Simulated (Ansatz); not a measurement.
Z-matrix (Å, degrees):
```
Si
I 1 3.217
C 1 1.888 2 39.8
H 1 1.483 2 86.4 3 -125.4
H 1 1.482 2 87.5 3 124.3
H 1 1.487 2 150.0 3 -2.6
B 3 1.494 1 116.1 2 -141.6
Si 3 1.916 1 103.6 2 145.9
H 7 1.185 3 139.2 1 111.4
H 8 1.480 3 112.4 1 -11.9
H 8 1.483 3 119.0 1 -145.7
```

The species carries charge 0 and has multiplicity 1. I: def2 effective core potential.

Question: List the CAM-B3LYP/def2-TZVPP orbital energies in eV (the Gaussian-basis code of Ansatz). (Best estimate.)

Answer: Ansatz gave: Occupied: -1801.40, -1801.36, -279.70, -188.29, -186.32, -145.96, -145.95, -134.60, -134.26, -134.25, -101.33, -101.30, -101.27, -101.26, -101.26, -101.24, -54.24, -54.13, -54.12, -53.83, -53.83, -23.05, -20.54, -17.22, -15.90, -14.39, -13.07, -12.37, -11.93, -11.32, -10.96, -10.31, -8.98, -8.49, -8.05. Lowest empty: -1.49, 0.10, 0.98, 1.55, 1.83, 2.19, 2.37, 2.48.
